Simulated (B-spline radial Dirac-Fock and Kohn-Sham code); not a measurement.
## Ge⁺: eigenvalues, ΔSCF and the reference

System: the Ge⁺ ion, 1s2 2s2 2p6 3s2 3p6 3d10 4s2 4p1.

The density-functional columns are spherical, spin-unpolarised Dirac-Kohn-Sham results without Breit or QED terms: −ε is minus the orbital energy of the initial state and ΔSCF the difference of two total energies. The reference in the last column comes from ΔSCF Dirac-Fock with Breit, self-energy and vacuum polarisation, finite nucleus, configuration average. All numbers are from a radial B-spline solver, in eV; a selection of levels is shown. For the 1s level of heavy atoms much of the gap between ΔSCF and the reference is the Breit and QED part, -22.4 eV here; for other levels the error of the functional can be larger.

| level | LDA −ε | LDA ΔSCF | PBE −ε | PBE ΔSCF | Dirac-Fock |
| --- | --- | --- | --- | --- | --- |
| K (1s) | 10946.9 | 11143.0 | 10966.9 | 11163.6 | 11122.4 |
| L1 (2s) | 1378.0 | 1408.6 | 1380.3 | 1410.7 | 1436.7 |
| L2 (2p1/2) | 1228.1 | 1265.8 | 1228.7 | 1266.4 | 1267.9 |
| L3 (2p3/2) | 1196.3 | 1233.1 | 1196.8 | 1233.6 | 1236.6 |
| M1 (3s) | 176.8 | 188.4 | 177.5 | 189.1 | 203.6 |
| M2 (3p1/2) | 127.3 | 138.8 | 127.5 | 138.9 | 147.0 |
| M3 (3p3/2) | 123.0 | 134.4 | 123.2 | 134.5 | 142.7 |
| M4 (3d3/2) | 38.97 | 49.60 | 38.66 | 49.29 | 46.88 |
| M5 (3d5/2) | 38.38 | 48.98 | 38.08 | 48.66 | 46.33 |
| N1 (4s) | 20.14 | 25.29 | 19.86 | 24.95 | 22.90 |
| N2,3 (4p) | 11.47 | 15.71 | 11.24 | 15.44 | 15.14 |

Question: Order the estimates of the K (1s) level by their distance from the Dirac-Fock value, nearest first.
A. PBE ΔSCF
B. LDA −ε
C. LDA ΔSCF
D. PBE −ε

Answer: C (20.7 eV), A (41.2 eV), D (155.5 eV), B (175.5 eV).

Values without a named source are computed, but for edge energies of neutral atoms, which are taken from tables.
